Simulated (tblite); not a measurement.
C6H10P (charge +1).
SMILES: `C[PH+]1C=CCC=C1`

Calculated harmonic vibrations of the isolated species, GFN2-xTB (tblite), most abundant isotopes, no scaling. Errors from tens to a few hundred cm⁻¹ against measured bands are possible. Modes of hydrogen on phosphorus can be 10 to 20 % off.

Harmonic wavenumbers (cm⁻¹): 59.1, 152.3, 172.0, 204.0, 328.9, 361.0, 396.8, 484.8, 650.5, 676.4, 703.2, 763.0, 770.8, 812.7, 824.5, 829.9, 889.4, 905.7, 908.5, 921.4, 936.6, 944.4, 1046.3, 1126.4, 1156.6, 1173.2, 1283.1, 1307.4, 1313.6, 1343.5, 1379.2, 1388.1, 1389.9, 1629.6, 1657.0, 2351.1, 2906.0, 2945.7, 2990.8, 2994.1, 2996.7, 3046.8, 3047.0, 3061.3, 3062.4.

A = 3918, B = 1875, C = 1406 MHz; mass 113.052 u (most abundant isotopes); point group Cs, symmetry number 1.

Q: What is the zero-point energy?

A: ½Σν̃ = 30146 cm⁻¹ = 86.19 kcal/mol.

Q: Entropy at 200 K, 1 bar (ideal gas, RRHO, classical rotation)?

A: Translation 38.13, rotation 26.64, vibration 11.33: S = 76.1 cal/(mol K).

Q: And Cp and H(200 K) − H(0)?

A: Cp = 22.52 cal/(mol K), of which vibrations give 14.57 (their classical limit is 45 R = 89.4); H(200 K) − H(0) = 2.91 kcal/mol without the zero-point energy, 1.32 from vibrations.

Q: How do the functions run with temperature in this model?

A: 
```tsv
T (K)	S (cal/(mol K))	Cp (cal/(mol K))	H − H(0) (kcal/mol)	G − H(0) (kcal/mol)	ln q(vib)
100	63.7	14.5	1.07	-5.30	0.84
300	87.1	32.4	5.65	-20.48	4.13
500	108.0	49.9	13.99	-40.01	8.01
800	135.3	66.0	31.61	-76.63	14.07
1000	150.8	73.0	45.54	-105.28	17.95
```

q(vib) and H(0) count from the zero-point level.

Q: Blend soft modes into free rotors: weight 1/[1 + (100 cm⁻¹/ν̃)⁴] for the oscillator and the rest for a rotor with moment μB/(μ + B), μ = h/(8π²ν), B = 10⁻⁴⁴ kg m². What vibrational entropy results?

A: 10.76 cal/(mol K) in place of 11.33, which changes −T·S at 200 K by +0.11 kcal/mol.

Hindered rotation and anharmonicity are outside this model.
